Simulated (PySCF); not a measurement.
An unknown gives this computed stick spectrum. Computed with PySCF, TDDFT wB97X-D/def2-SVPD, vertical, gas phase, core orbitals frozen in the response. Geometries: GFN2-xTB, one conformer each.

```
state  ν̃ (cm⁻¹)       f  main configurations (H = HOMO, L = LUMO)
   S1      48400  0.0002                                 H→L (71%)
   S2      51390  0.0014                  H-1→L (36%), H→L+1 (34%)
   S3      52450  0.0001              H-1→L+1 (60%), H-3→L+1 (12%)
   S4      60920  0.0057     H-2→L (34%), H-4→L (23%), H-1→L (10%)
   S5      62410  0.0006                  H-3→L (27%), H-2→L (16%)
   S6      62750  0.0065   H-4→L (28%), H-1→L (10%), H-1→L+2 (10%)
   S7      65660   0.012      H-6→L (23%), H-4→L (15%), H-5→L (9%)
   S8      66780   0.013     H→L+2 (38%), H→L+4 (22%), H→L+3 (17%)
```

Triplets computed (Tamm–Dancoff): 5.12, 5.57, 5.65 eV.

Task: Which structure fits? All have the formula C2H8O3Si3.
A. `[SiH3]OC1=CO[SiH2][SiH2]O1`
B. `[Si@@H](O[SiH2]C#C)(O)O[SiH3]`
C. `O1[SiH2][SiH2]C[Si@H]1C(=O)O`
D. `O[Si](O)(C#C[SiH3])O[SiH3]`

Result: B. Its S1, at 6.00 eV, is the highest among the candidates; the nearest of the others has S1 at 5.74 eV. S1 is HOMO→LUMO (71%). Löwdin shares by element: HOMO carbon 68%, silicon 10% or more, hydrogen 6% or more (atoms not listed hold the other 17%); LUMO carbon 42%, silicon 20% or more, oxygen 6% or more (atoms not listed hold the other 32%). At the same level the other candidates give, for their lowest levels:
- `O[Si](O)(C#C[SiH3])O[SiH3]`: 5.74 eV (f 0.000); 6.00 eV (f 0.001); 6.00 eV (f 0.001); 7.73 eV (f 0.011); 7.77 eV (f 0.011); T1 4.81 eV; HOMO -10.10, LUMO 1.23 eV
- `[SiH3]OC1=CO[SiH2][SiH2]O1`: 4.13 eV (f 0.001); 5.22 eV (f 0.002); 5.78 eV (f 0.017); 5.93 eV (f 0.019); 6.05 eV (f 0.029); T1 4.05 eV; HOMO -7.61, LUMO 0.62 eV
- `O=C(O)[Si@@H]1C[SiH2][SiH2]O1`: 4.95 eV (f 0.003); 6.51 eV (f 0.039); 6.92 eV (f 0.005); 7.00 eV (f 0.037); 7.20 eV (f 0.068); T1 4.32 eV; HOMO -9.60, LUMO 0.94 eV

Shape of the structure used: `[CH:1]#[C:2][SiH2:3][O:4][Si@H:5]([OH:6])[O:7][SiH3:8]`: C2–Si3–O4–Si5 18°, Si3–O4–Si5–O6 153°, O4–Si5–O7–Si8 -35°, H–O6–Si5–O4 -68°.
